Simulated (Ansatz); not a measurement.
Born–Oppenheimer molecular dynamics of CH₅BClN (9 atoms, charge 0, multiplicity 1). It starts from a relaxed structure.

All numbers below come from RKS PBE0/STO-3G (Ansatz 0.2.0).

* ensemble: NVE (velocity Verlet)
* time step: 0.5 fs
* steps asked: 300
* starting velocities drawn for: 700 K
* seed: 713270

First frame:

```xyz
9
Properties=species:S:1:pos:R:3
B 0.036 -0.074 0.065
N -0.021 0.085 1.438
H -0.896 0.032 1.990
H 0.818 0.269 2.017
C 1.372 0.006 -0.761
H 1.564 -0.939 -1.285
H 1.310 0.786 -1.532
H 2.239 0.224 -0.127
Cl -1.528 -0.389 -0.780
```

How far do the bonds stretch over the last three quarters of this one trajectory? (Pairs bonded in most of those frames.)


```
  bond  mean (Å)  spread (Å)  shortest  longest
 B1–N2     1.387       0.023      1.33     1.44
 B1–C5     1.577       0.029      1.50     1.63
B1–Cl9     1.803       0.053      1.73     1.90
 N2–H3     1.037       0.012      1.01     1.06
 N2–H4     1.037       0.017      1.01     1.07
 C5–H6     1.100       0.018      1.06     1.14
 C5–H7     1.105       0.040      1.04     1.18
 C5–H8     1.103       0.037      1.04     1.16
```

Mean temperature of the second half: 381 K. The conserved energy stayed within 0.56 meV per atom of its start (net change 0.45 meV per atom), so the integration is sound. Over the second half the temperature averaged 0.54 of the 700 K drawn at the start: a run that starts near a minimum puts about half its kinetic energy into the potential. A run of 0.15 ps of so small a system gives no equilibrium averages. Limits of this set-up: minimal basis.

Run time: 4.9 min on 1 thread of Intel(R) Xeon(R) Platinum 8488C (Sapphire Rapids), with other jobs on the host, peak memory 0.1 GiB.
